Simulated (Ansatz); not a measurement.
A structure relaxed at PBE0-D4/def2-TZVP, charge 0, multiplicity 1:

| atom | x (Å) | y (Å) | z (Å) |
| --- | --- | --- | --- |
| F1 | 0.8885 | 2.6516 | 0.1145 |
| Al2 | 0.3675 | 1.0997 | 0.0459 |
| O3 | -1.2441 | 0.7761 | 0.2938 |
| Si4 | -2.8254 | 0.4934 | 0.5447 |
| O5 | 1.4648 | -0.1085 | -0.2700 |
| Si6 | 2.5678 | -1.2626 | -0.5782 |
| H7 | -3.1546 | -0.9081 | 0.1752 |
| H8 | -3.6428 | 1.4167 | -0.2846 |
| H9 | -3.1520 | 0.7063 | 1.9787 |
| H10 | 1.8866 | -2.5567 | -0.8433 |
| H11 | 3.4700 | -1.4204 | 0.5922 |
| H12 | 3.3738 | -0.8876 | -1.7690 |

(1) Give its formula and SMILES.

(2) Point group (tolerance 0.08 Å, 0.16 Å for H)?

(3) Summarise the bond lengths by kind.

## Answers

(1) AlFH6O2Si2, `[F][Al]([O][SiH3])[O][SiH3]`.

(2) Cs.

(3) 1 × Al–F 1.638 Å; 2 × Al–O 1.662 Å; 2 × O–Si 1.626 Å; 6 × H–Si 1.486 Å.

All numbers were calculated with Ansatz.
